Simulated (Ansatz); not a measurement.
`[F][Sn]([F])([Cl])[Br]` + `ClBBr` → `[F][Sn]([F])([Cl])[Cl]` + `BrBBr` at 600 K and 1 bar (redistribution).

Gas-phase electronic energies from Ansatz, PBE0-D4/def2-TZVP geometries. CBS: MP2 limit from def2 TZ/QZ plus the TZ coupled-cluster correction, frozen cores. def2 core potentials past Kr. For Br, Sn outer-core shells are correlated without core-valence functions, which leaves a few kJ/mol of doubt a bond. Scalar relativity is left out up to krypton.

```
                 species  CCSD(T)/CBS energy (Eh)  H − E (kJ/mol)  S (J/(mol·K))
`[F][Sn]([F])([Cl])[Br]`              -3446.86348            67.7          448.2
                 `ClBBr`              -3058.55678            67.7          326.4
`[F][Sn]([F])([Cl])[Cl]`              -1333.31864            67.9          430.3
                 `BrBBr`              -5172.09209            67.1          333.0
```

H − E and S are ideal-gas, rigid-rotor, harmonic terms from PBE0-D4/def2-TZVP. 1 Eh = 2625.50 kJ/mol, R = 8.31446 J/(mol·K).

Problem. By hand: ΔE, ΔH, ΔS and ΔG.

Solution. ΔE = (-1333.31864) + (-5172.09209) − (-3446.86348) − (-3058.55678) = 0.00953 Eh = 25.0 kJ/mol. Δ(H − E) = 67.9 + 67.1 − 67.7 − 67.7 = -0.4, so ΔH = 24.6 kJ/mol. ΔS = 430.3 + 333.0 − 448.2 − 326.4 = -11.3 J/(mol·K). ΔG = 24.6 − 600 × (-11.3)/1000 = 31.4 kJ/mol.

Problem. By hand: the equilibrium constant, and the temperature at which ΔG would vanish if ΔH and ΔS stayed fixed.

Solution. log₁₀ K = −ΔG/(RT ln 10) = -2.7. ΔH and −TΔS have one sign here, so there is no such temperature.

The number of gas molecules stays the same, so ΔS is small and ΔH decides. A doubt of 5 kJ/mol in ΔE shifts log₁₀ K by 0.4 here. These are equilibria of isolated gas molecules and say nothing of rates. Largest T1 diagnostic: 0.013 (customary marks: 0.02 for closed shells, 0.045 for open ones).
